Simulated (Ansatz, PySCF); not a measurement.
CH₁₁NOSi₃, SMILES CO[SiH2][SiH2]N[SiH3]. Atoms are numbered in the order given.

```xyz
17

C     -4.0531    -0.1802    -0.3414
O     -2.7010    -0.2410    -0.6999
Si    -1.4552     0.2293     0.3078
Si     0.5666    -0.1403    -0.8135
N      1.8388     0.5889     0.1400
Si     3.3866    -0.0693     0.5916
H     -4.2741    -0.7952     0.5512
H     -4.6597    -0.5634    -1.1761
H     -4.3797     0.8554    -0.1302
H     -1.5062    -0.5349     1.5996
H     -1.5912     1.6828     0.6717
H      0.4800     0.4081    -2.2068
H      0.8718    -1.5994    -0.9102
H      1.6956     1.5681     0.3764
H      4.5221     0.4531    -0.2351
H      3.6920     0.2577     2.0190
H      3.3129    -1.5487     0.4148
```

Geometry optimised at PBE0-D3(BJ)/def2-SVP. The structure was generated by enumeration, and PubChem lists no compound with its InChIKey, so it may never have been made. The values are those of a single conformer.

Two levels are set side by side: PBE-D3(BJ)/def2-SVP (Ansatz, a quantum-chemistry and plane-wave program) and PBE0-D3(BJ)/def2-SVP (Ansatz). Each level has its own optimised geometry; the coordinates shown are those of the second. Frequencies come from the Hessian of PySCF at each geometry. Differences are taken from unrounded values.

| quantity | PBE0-D3(BJ) | PBE-D3(BJ) | PBE-D3(BJ) minus PBE0-D3(BJ) |
|---|---|---|---|
| mean bond length (Å) | 1.482 | 1.494 | 0.011 |
| bond C1–O2 (Å) | 1.400 | 1.415 | 0.014 |
| bond O2–Si3 (Å) | 1.670 | 1.687 | 0.017 |
| bond Si3–Si4 (Å) | 2.341 | 2.350 | 0.009 |
| bond Si4–N5 (Å) | 1.749 | 1.762 | 0.013 |
| bond N5–Si6 (Å) | 1.742 | 1.755 | 0.013 |
| bond C1–H7 (Å) | 1.106 | 1.116 | 0.009 |
| bond C1–H8 (Å) | 1.101 | 1.110 | 0.009 |
| bond C1–H9 (Å) | 1.106 | 1.116 | 0.009 |
| bond Si3–H10 (Å) | 1.502 | 1.513 | 0.012 |
| bond Si3–H11 (Å) | 1.505 | 1.517 | 0.012 |
| bond Si4–H12 (Å) | 1.500 | 1.511 | 0.012 |
| bond Si4–H13 (Å) | 1.494 | 1.504 | 0.010 |
| bond N5–H14 (Å) | 1.017 | 1.026 | 0.008 |
| bond Si6–H15 (Å) | 1.499 | 1.510 | 0.012 |
| bond Si6–H16 (Å) | 1.496 | 1.507 | 0.011 |
| bond Si6–H17 (Å) | 1.492 | 1.502 | 0.010 |
| highest harmonic wavenumber (cm⁻¹) | 3609 | 3494 | -115 |
| mean harmonic wavenumber (cm⁻¹) | 1156 | 1116 | -40 |
| zero-point energy (kcal/mol) | 74.39 | 71.81 | -2.58 |

Exact exchange shortens and stiffens bonds; PBE has none. Differences between two approximate levels are no errors against the true value.
